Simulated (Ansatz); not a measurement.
`B[Se][SiH2][SiH3]` → B• + 7 H• + Se• + 2 Si•  (atomization)

Gas-phase electronic energies from Ansatz, PBE0-D4/def2-TZVP geometries. CCSD(T)/CBS adds triple-zeta CCSD(T) − MP2 to the extrapolated MP2 energy (def2 sets, frozen cores). This one scheme is used for every species, atoms too. Functionals use def2-TZVPP. B3LYP here is the variant with VWN-RPA as its local correlation; programs differ in this. HSE06 is defined as in plane-wave codes. Open shells (•) are unrestricted, without spin–orbit coupling. Spin–orbit coupling would lower the free atoms: a little for B, Si; clearly for Se. Bonds to Se are less sure, by a few kJ/mol each and by 10 to 20 or more in all where they break to atoms, as the def2 sets lack core-valence functions. Scalar relativity is left out up to krypton. One conformer a species, not always the lowest.

`B[Se][SiH2][SiH3]`:

```xyz
11

B    -1.064   -1.817   -1.095
Se   -0.520   -1.938    0.730
Si    1.058   -0.259    0.704
Si   -0.015    1.789    0.369
H    -0.572   -1.021   -1.833
H    -1.911   -2.577   -1.448
H     1.732   -0.301    2.029
H     2.059   -0.551   -0.354
H    -0.777    1.742   -0.906
H    -0.958    2.027    1.493
H     0.968    2.905    0.311
```

```
             level  ΔE (kcal/mol)  difference from CCSD(T)/CBS
          B3LYP-D4          792.2                         -0.8
        r2SCANh-D4          793.2                          0.2
          BHLYP-D4          784.6                         -8.4
          PBE-QIDH          784.6                         -8.4
            revPBE          760.1                        -32.9
              BLYP          768.7                        -24.3
              PBE0          781.0                        -12.0
           r2SCAN0          788.1                         -4.9
             HSE06          781.5                        -11.5
             BHLYP          775.0                        -18.0
           LC-ωPBE          778.4                        -14.6
      MP2/def2-SVP          737.7                        -55.3
     CCSD/def2-SVP          734.3                        -58.7
SCS-MP2/def2-TZVPP          775.7                        -17.3
      HF/CBS(def2)          606.8                       -186.2
    CCSD/CBS(def2)          784.3                         -8.7
       CCSD(T)/CBS          793.0                            0
```

Largest T1 diagnostic among the species: 0.014.

In def2-TZVPP, CCSD(T) changes the Hartree–Fock value by +166.6 kcal/mol (the triples alone add +8.7 kcal/mol) and MP2 by +164.1 kcal/mol; breaking electron pairs costs correlation energy, which Hartree–Fock lacks. From PBE to PBE0 (25 % exact exchange), in def2-TZVPP and without D4, ΔE moves by −1.2 kcal/mol: exact exchange takes away binding that semilocal exchange gives to molecules.

For atomizations the MP2-based limit and the directly extrapolated one differ by several kJ/mol either way, and by 10 to 25 for some Ge, Se and Sn compounds, so smaller differences from it don't rank the levels.
